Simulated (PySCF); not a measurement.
Electron correlation in N⁺ (nitrogen, charge +1)

[He] 2s2 2p2, high-spin 3P determinant. Computed with PySCF 2.14 in def2-SVP, with the non-relativistic Hamiltonian (point nucleus). Frozen: 1s2; 4 electrons correlated.

MP2 pair energies summed by pair of shells (mhartree):

```csv
pair,energy,share (%)
2s-2p,-31.68,58.4
2s-2s,-17.18,31.7
2p-2p,-5.39,9.9
```

Total MP2 correlation energy: -54.25 mhartree.

Same-spin part -8.75 and opposite-spin part -45.50 mhartree; SCS-MP2 scales them by 1/3 and 6/5 to -57.52 mhartree.

```
  level  correlation energy (mhartree)
   CCSD                         -75.60
    (T)                          -0.83
CCSD(T)                         -76.43
```

Diagnostics: T1 = 0.0055, D1 = 0.0115, largest double amplitude 0.128.

Is a single reference adequate?

Mostly. T1 lies below 0.03, but a double amplitude of this size points to a near-degeneracy that CCSD handles and MP2 describes poorly.
